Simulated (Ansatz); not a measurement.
Process, species as SMILES: CC(F)(F)F → [CH3] (CH3) + F[C](F)F (the C-C bond at the site shown breaks; other sites are not compared here)
Geometries: B3LYP-D3(BJ)/def2-TZVP minima from Ansatz (a program for electronic structure).

Quantity: bond dissociation energy (electronic energy difference), in kJ/mol. Correlated levels leave the core frozen unless marked. UHF or UKS for open shells. Spin-orbit coupling is left out. Non-relativistic. CBS marks a two-point X^-3 extrapolation of the correlation energy; Hartree-Fock from the larger set. [CCSD(T)-MP2]/basis is that difference in the basis named.

RI-MP2/CBS(aug-cc-pVTZ,aug-cc-pVQZ)+[CCSD(T)-MP2]/aug-cc-pVTZ (Ansatz) gives 454.5 kJ/mol.

Q: Another calculation gave 445.1 kJ/mol. Which level was it?
A) SVWN5/def2-TZVPD (Ansatz)
B) PBE-QIDH/def2-TZVPD (Ansatz)
C) r2SCAN0/def2-TZVPD (Ansatz)
D) HSE06/def2-TZVPD (Ansatz)

A: B, PBE-QIDH/def2-TZVPD (Ansatz). The others give 413.9 (r2SCAN0), 431.4 (HSE06), 509.1 (SVWN5) kJ/mol.
